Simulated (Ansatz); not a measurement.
BeC+, multiplicity 4 (lowest of 2S+1 = 2, 4 at CCSD(T)/def2-TZVPP on PBE0 minima; our sources give no spin for the ground state, which may be another), most abundant isotopes (9.0122 and 12.0000 u). Constants from fifth-degree fits in 1/R to seven points on the lowest solution found; no spin–orbit coupling, no relativity up to Kr; ω_e x_e and α_e move by some per cent with the fit.

Correlated levels freeze the cores. CBS: X⁻³ extrapolation of the correlation energy, Hartree–Fock from the larger set.

Run with Ansatz (Gaussian orbitals). Each number belongs to the level named beside it.

```json
[
 {"level": "PBE/def2-TZVPP", "r_e (Å)": "1.5971", "ω_e (cm⁻¹)": "1072.9", "ω_e x_e (cm⁻¹)": "8.89", "α_e (cm⁻¹)": "0.0149"},
 {"level": "CCSD(T)/CBS(aug-cc-pVTZ, aug-cc-pVQZ)", "r_e (Å)": "1.5757", "ω_e (cm⁻¹)": "1137.1", "ω_e x_e (cm⁻¹)": "8.54", "α_e (cm⁻¹)": "0.0141"}
]
```

Task: Derive the rotational constants, the centrifugal constant, the fundamental, the zero-point energy and the force constant.

Result: 
μ = 5.14683 u.
- PBE/def2-TZVPP: B_e = 16.8576/(μ r_e²) = 1.2841 cm⁻¹; B₀ = B_e − α_e/2 = 1.2766 cm⁻¹; D = 4B_e³/ω_e² = 7.36e-06 cm⁻¹; fundamental ω_e − 2ω_e x_e = 1055 cm⁻¹; zero-point energy ω_e/2 − ω_e x_e/4 = 534 cm⁻¹; k = μ(2πcω_e)² = 349 N/m
- CCSD(T)/CBS(aug-cc-pVTZ, aug-cc-pVQZ): B_e = 16.8576/(μ r_e²) = 1.3191 cm⁻¹; B₀ = B_e − α_e/2 = 1.3121 cm⁻¹; D = 4B_e³/ω_e² = 7.10e-06 cm⁻¹; fundamental ω_e − 2ω_e x_e = 1120 cm⁻¹; zero-point energy ω_e/2 − ω_e x_e/4 = 566 cm⁻¹; k = μ(2πcω_e)² = 392 N/m

Ansatz is a first-principles code.
